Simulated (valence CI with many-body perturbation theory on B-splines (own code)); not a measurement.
## Energy levels of Os4+

Level of theory: valence CI with perturbative core correlation (CI+MBPT): four valence electrons over a frozen Dirac-Fock core [Xe] 4f14, a basis of 7 s, 7 p, 8 d, 6 f, 4 g, 1 h functions for each j, with the one-electron correlation potential Σ1, the two-electron term Σ2, the three-electron term Σ3, Breit, model QED; selected CI, second order for the rest, scaled by the run's own slope (own B-spline code, finite nucleus).

Set against measurement, 29 paired levels are off by 464 cm⁻¹ on average, the worst by 1119. These come from a selection out of Palmeri et al., Atoms 14, 22 (2026). Levels without a partner in it may be off by more, other configurations by 1,000 to 8,000 cm⁻¹. Only levels of the ground parity were solved; by the run's estimate the other parity begins above the list, which can be wrong where configurations are misplaced.

Levels 1 to 32 of 32, with energies above the lowest level, 5d4 5D_0. "Leading %" is the weight of the configuration and term that name the level; weights of strongly mixed levels are sums over their largest components and can fall short, so below about 35 % the name and the second component can differ from the true leading terms, or belong to a minority configuration. In the jj column 3d3/2^4 stands for four electrons in 3d with j = 3/2. Lifetimes count E1, E2, E3, M1 and M2 decay at the calculated energies, and are blank where another channel may lead or the interval is too uncertain; long ones can be off by a factor of two.

```tsv
No.	Configuration	Term	J	E (eV)	Leading %	g	Lifetime	Leading jj
1	5d4	5D	0	0.0000	66			5d3/2^4 (73 %)
2	5d4	5D	1	0.5070	85	1.499	353 ms	5d3/2^3 5d5/2 (83 %)
3	5d4	5D	2	0.9660	92	1.476	406 ms	5d3/2^2 5d5/2^2 (59 %)
4	5d4	5D	3	1.334	87	1.456	925 ms	5d3/2^2 5d5/2^2 (51 %)
5	5d4	5D	4	1.590	69	1.399	5.12 s	5d3/2^3 5d5/2 (43 %)
6	5d4	3P	0	2.311	53		14.9 ms	5d3/2^2 5d5/2^2 (67 %)
7	5d4	3H	4	2.517	58	0.965	127 ms	5d3/2^3 5d5/2 (46 %)
8	5d4	3G	3	2.995	62	0.899	52.3 ms	5d3/2^2 5d5/2^2 (50 %)
9	5d4	3F	2	3.075	68	0.804	37.7 ms	5d3/2^2 5d5/2^2 (53 %)
10	5d4	3P	1	3.107	76	1.395	22.7 ms	5d3/2^2 5d5/2^2 (63 %)
11	5d4	3H	5	3.128	77	1.070	217 ms	5d3/2^2 5d5/2^2 (97 %)
12	5d4	3H	6	3.411	74	1.124	6.41 s	5d3/2^2 5d5/2^2 (87 %)
13	5d4	3G	4	3.712	52	1.048	58.9 ms	5d3/2^2 5d5/2^2 (60 %)
14	5d4	3P	2	3.818	50	1.301	102 ms	5d3/2^2 5d5/2^2 (73 %)
15	5d4	3F	4	3.968	39	1.135	32.7 ms	5d3/2^2 5d5/2^2 (58 %)
16	5d4	3F	3	4.051	55	1.116	56.0 ms	5d3/2^2 5d5/2^2 (51 %)
17	5d4	3D	3	4.351	47	1.147	20.3 ms	5d3/2 5d5/2^3 (61 %)
18	5d4	1D	2	4.574	32	1.122	19.7 ms	5d3/2 5d5/2^3 (55 %)
19	5d4	3G	5	4.597	77	1.163	53.3 ms	5d3/2 5d5/2^3 (96 %)
20	5d4	3D	1	4.850	86	0.621	15.1 ms	5d3/2 5d5/2^3 (73 %)
21	5d4	1I	6	4.851	74	1.043	46.4 ms	5d3/2 5d5/2^3 (87 %)
22	5d4	1G	4	5.487	48	1.077	27.1 ms	5d3/2^2 5d5/2^2 (42 %)
23	5d4	3P	2	5.545	32	1.149	20.8 ms	5d3/2^2 5d5/2^2 (57 %)
24	5d4	1S	0	5.618	75		13.4 ms	5d3/2 5d5/2^3 (76 %)
25	5d4	1F	3	5.870	63	1.058	24.8 ms	5d3/2 5d5/2^3 (78 %)
26	5d4	3P	2	6.335	69	1.302	20.8 ms	5d3/2^2 5d5/2^2 (51 %)
27	5d4	3F	4	6.768	65	1.171	10.2 ms	5d3/2^2 5d5/2^2 (49 %)
28	5d4	3F	2	6.933	62	0.844	14.6 ms	5d5/2^4 (39 %)
29	5d4	3F	3	7.041	79	1.073	24.5 ms	5d3/2 5d5/2^3 (93 %)
30	5d4	3P	1	7.080	94	1.485	14.0 ms	5d3/2 5d5/2^3 (89 %)
31	5d4	3P	0	7.471	82		19.8 ms	5d5/2^4 (53 %)
32	5d4	1G	4	7.506	73	1.054	14.7 ms	5d3/2 5d5/2^3 (81 %)
```

Names give the largest LS component (configuration and term), which can be under half, so a name can repeat, a term be missing and a line seem to break the LS rules; names also repeat where a configuration has a term twice.

The ionisation energy to 5d3 4F_3/2 of the next ion comes out as 55.935 eV (NIST: 55 ± 1.9 eV (theoretical)). All 32 levels together are meant to be complete up to 7.781 eV.
